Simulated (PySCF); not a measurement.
Hf(Cl)(SH)3 (ClH3HfS3), SMILES [SH][Hf]([Cl])([SH])[SH], multiplicity 1. Atoms are numbered in the order given.

```xyz
8

Hf     0.0541    -0.0146    -0.0100
Cl     2.1730    -1.0358     0.0501
S     -0.0325     1.9480     1.4408
H     -1.3187     1.6374     1.7829
S     -0.5985     0.6537    -2.2569
H     -1.0558     1.8482    -1.7760
S     -1.7120    -1.5331     0.6961
H     -0.9760    -1.9254     1.7820
```

Geometry optimised at PBE-D3(BJ)/def2-SVP. The spin state was assumed, not searched. The structure was generated by enumeration; whether it is a known compound was not checked. The def2 effective core potentials stand for the cores of Hf; spin–orbit coupling is left out. One conformer was computed; it need not be the lowest.

These are PySCF 2.14.0 with PBE-D3(BJ)/def2-SVP values and carry that method's errors.

Frequencies are harmonic and unscaled.

Computed harmonic wavenumbers and intensities:
```json
[
 {"mode": "1", "ν (cm⁻¹)": "78", "IR (km/mol)": "1.1", "moving atoms (share of kinetic energy)": "Cl 47 %, S 42 %, Hf 10 %"},
 {"mode": "2", "ν (cm⁻¹)": "79", "IR (km/mol)": "0.8", "moving atoms (share of kinetic energy)": "S 64 %, Hf 19 %, Cl 13 %"},
 {"mode": "3", "ν (cm⁻¹)": "84", "IR (km/mol)": "1.4", "moving atoms (share of kinetic energy)": "S 51 %, Cl 36 %, H 10 %"},
 {"mode": "4", "ν (cm⁻¹)": "91", "IR (km/mol)": "2.8", "moving atoms (share of kinetic energy)": "S 69 %, Hf 16 %"},
 {"mode": "5", "ν (cm⁻¹)": "94", "IR (km/mol)": "1.6", "moving atoms (share of kinetic energy)": "S 77 %, Hf 14 %"},
 {"mode": "6", "ν (cm⁻¹)": "161", "IR (km/mol)": "11.3", "moving atoms (share of kinetic energy)": "H 87 %, S 12 %"},
 {"mode": "7", "ν (cm⁻¹)": "167", "IR (km/mol)": "20.8", "moving atoms (share of kinetic energy)": "H 93 %"},
 {"mode": "8", "ν (cm⁻¹)": "257", "IR (km/mol)": "11.1", "moving atoms (share of kinetic energy)": "H 96 %"},
 {"mode": "9", "ν (cm⁻¹)": "322", "IR (km/mol)": "25.3", "moving atoms (share of kinetic energy)": "S 50 %, H 35 %, Hf 15 %"},
 {"mode": "10", "ν (cm⁻¹)": "337", "IR (km/mol)": "6.4", "moving atoms (share of kinetic energy)": "S 66 %, H 17 %, Cl 14 %"},
 {"mode": "11", "ν (cm⁻¹)": "345", "IR (km/mol)": "29.3", "moving atoms (share of kinetic energy)": "S 70 %, Hf 17 %, H 13 %"},
 {"mode": "12", "ν (cm⁻¹)": "373", "IR (km/mol)": "67.5", "moving atoms (share of kinetic energy)": "Cl 66 %, Hf 21 %, S 11 %"},
 {"mode": "13", "ν (cm⁻¹)": "431", "IR (km/mol)": "27.9", "moving atoms (share of kinetic energy)": "H 72 %, S 22 %"},
 {"mode": "14", "ν (cm⁻¹)": "439", "IR (km/mol)": "33.3", "moving atoms (share of kinetic energy)": "H 69 %, S 26 %"},
 {"mode": "15", "ν (cm⁻¹)": "497", "IR (km/mol)": "16.7", "moving atoms (share of kinetic energy)": "H 85 %, S 13 %"},
 {"mode": "16", "ν (cm⁻¹)": "2574", "IR (km/mol)": "1.4", "moving atoms (share of kinetic energy)": "H 97 %"},
 {"mode": "17", "ν (cm⁻¹)": "2596", "IR (km/mol)": "5.3", "moving atoms (share of kinetic energy)": "H 97 %"},
 {"mode": "18", "ν (cm⁻¹)": "2599", "IR (km/mol)": "6.2", "moving atoms (share of kinetic energy)": "H 97 %"}
]
```
